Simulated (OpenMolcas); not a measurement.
# Ru3+: ligand-field states by method

Ru3+ with its 6 nearest fluoride ions at 1.986 Å, on the Mg site of KMgF3 (a = 3.973 Å, distance in the model lattice 1.986 Å). The rest of the host is ab initio model potentials to 7.6 Å and point charges beyond; the distance is set by hand and nothing relaxes, and no local charge compensation is placed. Ligand basis ANO-RCC-VDZP.
```
Ru    0.0000    0.0000    0.0000
F     1.9860    0.0000    0.0000
F     0.0000    1.9860    0.0000
F    -1.9860    0.0000    0.0000
F     0.0000   -1.9860    0.0000
F     0.0000    0.0000    1.9860
F     0.0000    0.0000   -1.9860
```

- Program: OpenMolcas 26.06
- Basis: ANO-RCC-VTZP [7s6p4d2f1g]
- Scalar Hamiltonian: DKH2, point nucleus
- Active space: 5 electrons in 5 orbitals (4d)
- State averaging: 2S+1 = 6 even, 1 root; 2S+1 = 4 even, 24 roots; 2S+1 = 2 even, 75 roots
- Spin-orbit coupling: RASSI with atomic mean-field integrals over the reference wave functions

I. CASSCF
II. SS-CASPT2, IPEA 0.25 Eh, imaginary shift 0.1 Eh (closed shells correlated: 4s 4p and the ligand valence shells)
III. SS-CASPT2, IPEA 0 Eh, imaginary shift 0.1 Eh (closed shells correlated: 4s 4p and the ligand valence shells)

Spin-free states (labels of O, the rotations of Oh) in cm-1, each column counted from its own energy of the first state listed:

```
State  Degeneracy      I     II    III
  2T2           3      0      0      0
  6A1           1   6563  18580  14930
  4T1           3   9303  13940  11760
  4T2           3  15191  18180  15910
  2A2           1  20523  20990  17310
  2T1           3  20545  21930  19730
  2T2           3  22803  23800  21410
   2E           2  24552  24530  21220
  2T1           3  29980  28930  26370
  4A1           1  30484  36330  31890
   4E           2  30999  36460  32200
  2T2           3  32356  30480  27670
  4T2           3  33552  38000  33930
  2A1           1  34613  31890  27580
   4E           2  36568  40040  35670
   2E           2  38346  38150  33750
  2A1           1  41863  44130  39360
  2T2           3  43372  45710  40780
  4T1           3  44137  47160  42930
   2E           2  46684  47220  42010
```

From I to II, I's first state of the same spin (2A2) moves from 20523 to 20990 cm-1, by about +470 cm-1.

From I to II, I's first state of another spin (6A1) moves from 6563 to 18580 cm-1, by about +12000 cm-1. In II another state of that kind comes below it.

I: A least-squares ligand-field fit to the states below 45000 cm-1, each weighted by its degeneracy and with a free common offset, gives 10Dq = 24389 cm-1, B = 797 cm-1 and C = 3212 cm-1 (C/B = 4.03), with an rms deviation of 185 cm-1. The same method and metal basis give the free ion B = 912 cm-1 (fit to its terms below 60000 cm-1, rms deviation 26 cm-1), so the nephelauxetic ratio is β = 797 / 912 = 0.87; it hangs on how both fits weigh the states, and computed free-ion B values tend to be too large, so β mixes covalency with correlation.

II: A least-squares ligand-field fit to the states below 45000 cm-1, each weighted by its degeneracy and with a free common offset, gives 10Dq = 24771 cm-1, B = 566 cm-1 and C = 2366 cm-1 (C/B = 4.18), with an rms deviation of 353 cm-1. The same method and metal basis give the free ion B = 705 cm-1 (fit to its terms below 60000 cm-1, rms deviation 493 cm-1), so the nephelauxetic ratio is β = 566 / 705 = 0.80; it hangs on how both fits weigh the states, and computed free-ion B values tend to be too large, so β mixes covalency with correlation.

III: A least-squares ligand-field fit to the states below 45000 cm-1, each weighted by its degeneracy and with a free common offset, gives 10Dq = 22678 cm-1, B = 545 cm-1 and C = 2236 cm-1 (C/B = 4.11), with an rms deviation of 636 cm-1. The same method and metal basis give the free ion B = 691 cm-1 (fit to its terms below 60000 cm-1, rms deviation 568 cm-1), so the nephelauxetic ratio is β = 545 / 691 = 0.79; it hangs on how both fits weigh the states, and computed free-ion B values tend to be too large, so β mixes covalency with correlation.

From I to II, 10Dq changes by +2 %, B by -29 % and C by -26 %.

χT at 300 K: I 0.63, II 0.63, III 0.63 cm3 K/mol.

Roots that are degenerate in the reference are averaged as groups; the widest CASPT2 spread within a group is 480 cm-1 (the 3-fold group of multiplicity 2 near 82400 cm-1 above the lowest state of its run, III). Shifts and gaps below about the spread of the groups concerned are not significant. Over all roots computed the reference weight is 0.72 to 0.73 in II, 0.71 to 0.73 in III; a low but even weight reflects the number of correlated electrons. An orbital triplet at a regular site is open to Jahn-Teller coupling, which can distort the site and quench the lowest spin-orbit gaps and is left out. The least metal-like active orbital is 81 % on the metal (Löwdin) and no ligand orbital is active, so the numbers are rough. Ligand-to-metal charge-transfer states are missing. With no ligand orbital active B as a rule stays too high, so bands that hang on it stand too high and its fall with covalency is understated. Without dynamic correlation the repulsion within the d shell is too large (B by tens of per cent), so at a given field states of lower spin stand too high (holds for I). This shell can be high or low spin here, a state of another spin lies low, and with metal d orbitals alone active their balance is uncertain, so the ground spin may be wrong, although the usual error favours high spin (holds for I; III). With metal d orbitals alone the field can be off either way by tens of per cent (holds for I). With one d shell and no ligand orbital active, 10Dq can be off by a tenth or more (holds for II; III). No measured value stands beside these numbers; the geometry was set by hand and not optimised.
